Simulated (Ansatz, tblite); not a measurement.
Cost and result up the ladder for `CN(C)c1ccc(F)c(C#N)c1N(C)C` (29 atoms). Total charge 0; singlet. Geometry: r2SCAN-D4/def2-SVP.

```csv
atom,x (Å),y (Å),z (Å)
C1,0.5050,-0.6087,-2.2505
N2,-0.6981,-0.6784,-1.4327
C3,-1.7307,-1.4877,-2.0378
C4,-0.5079,-0.7996,-0.0417
C5,-0.9918,-1.9166,0.6557
C6,-0.7966,-2.0988,2.0286
C7,-0.1032,-1.1275,2.7230
F8,0.0934,-1.2562,4.0381
C9,0.3655,0.0415,2.0902
C10,0.8797,1.0695,2.9322
N11,1.2703,1.9071,3.6441
C12,0.1836,0.2286,0.6876
N13,0.6720,1.3561,0.0410
C14,1.9094,2.0029,0.4302
C15,-0.2195,2.1835,-0.7511
H16,1.2421,0.0564,-1.7831
H17,0.9693,-1.6082,-2.3867
H18,0.2525,-0.2084,-3.2456
H19,-2.6641,-1.4120,-1.4604
H20,-1.4613,-2.5634,-2.1273
H21,-1.9232,-1.1134,-3.0556
H22,-1.5001,-2.7057,0.0989
H23,-1.1563,-2.9879,2.5500
H24,2.4127,2.3689,-0.4832
H25,2.5765,1.2826,0.9232
H26,1.7685,2.8626,1.1102
H27,-1.0635,1.5852,-1.1156
H28,-0.6041,3.0364,-0.1576
H29,0.3199,2.5911,-1.6241
```

Ansatz on 4 threads of Arm Neoverse V2 on a shared host; xTB runs through tblite on one thread. Times are rough, summed over both states, and most runs start from the orbitals of an earlier one. PBE0-D4/def2-SVP serves as the yardstick here, not as an exact answer. The other state is a doublet.

The xTB rows come from tblite.

Raw xTB energies of ions are shifted by several eV.

| level | functions | vertical IE (eV) | difference from PBE0-D4/def2-SVP (eV) |
| --- | --- | --- | --- |
| GFN2-xTB | 74 | 12.12 | 4.72 |
| GFN1-xTB | 88 | 12.85 | 5.45 |
| PBE-D4/def2-SVP | 280 | 7.09 | -0.31 |
| PBE0-D4/def2-SVP | 280 | 7.40 | 0.00 |

(1) Estimate how long each takes.

Results:

(1) GFN2-xTB 0.031 s; GFN1-xTB 0.042 s; PBE-D4/def2-SVP 20 s; PBE0-D4/def2-SVP 38 s. On shared hardware such times vary by a factor of up to 3.
